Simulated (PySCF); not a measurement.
**Correlation energy of O²⁺ (oxygen, charge +2)**

[He] 2s1 2p2 3s1, high-spin 5P determinant (an excited configuration). Computed with PySCF 2.14 in x2c-QZVPPall with one added diffuse shell each of s, p, d, f type (8s5p4d3f1g, 73 functions), with scalar relativity by spin-free X2C-1e. Frozen: 1s2; 4 electrons correlated.

| level | correlation energy (mhartree) |
| --- | --- |
| CCSD | -25.01 |
| (T) | -0.16 |
| CCSD(T) | -25.17 |

Diagnostics: T1 = 0.0040, D1 = 0.0108, largest double amplitude 0.043.

The outer electron is Rydberg-like, and this basis confines it to a smaller radius and binds it less than a complete one would.

Cost of the coupled-cluster step: of the order of 15 core-seconds, for 4 correlated electrons.

Iterations:

```
CC2 = 0
CCSD nocc = (np.int64(4), np.int64(0)), nmo = (72, 72)
frozen orbitals [[0], [0]]
max_cycle = 100
direct = 0
conv_tol = 1e-08
conv_tol_normt = 1e-06
diis_space = 8
diis_start_cycle = 0
Init t2, MP2 energy = -0.019528977991669
Init E_corr(UCCSD) = -0.0195289779918878
cycle = 1  E_corr(UCCSD) = -0.0231767735099593  dE = -0.00364779552  norm(t1,t2) = 0.0179071
cycle = 2  E_corr(UCCSD) = -0.0241366481150263  dE = -0.000959874605  norm(t1,t2) = 0.00937743
cycle = 3  E_corr(UCCSD) = -0.0249113707742884  dE = -0.000774722659  norm(t1,t2) = 0.00616166
cycle = 4  E_corr(UCCSD) = -0.0249134504461817  dE = -2.07967189e-06  norm(t1,t2) = 0.00299669
cycle = 5  E_corr(UCCSD) = -0.0250115132915054  dE = -9.80628453e-05  norm(t1,t2) = 0.00112307
cycle = 6  E_corr(UCCSD) = -0.0250051773885231  dE = 6.33590298e-06  norm(t1,t2) = 0.000245802
cycle = 7  E_corr(UCCSD) = -0.0250068798311107  dE = -1.70244259e-06  norm(t1,t2) = 3.49154e-05
cycle = 8  E_corr(UCCSD) = -0.0250063117302841  dE = 5.68100827e-07  norm(t1,t2) = 7.09151e-06
cycle = 9  E_corr(UCCSD) = -0.0250064581133768  dE = -1.46383093e-07  norm(t1,t2) = 1.2825e-06
cycle = 10  E_corr(UCCSD) = -0.0250064311961466  dE = 2.69172302e-08  norm(t1,t2) = 2.34973e-07
cycle = 11  E_corr(UCCSD) = -0.025006433181674  dE = -1.98552736e-09  norm(t1,t2) = 3.43743e-08
UCCSD converged
E(UCCSD) = -71.72329999235124  E_corr = -0.025006433181674
UCCSD(T) correction = -0.000157267749902394
```
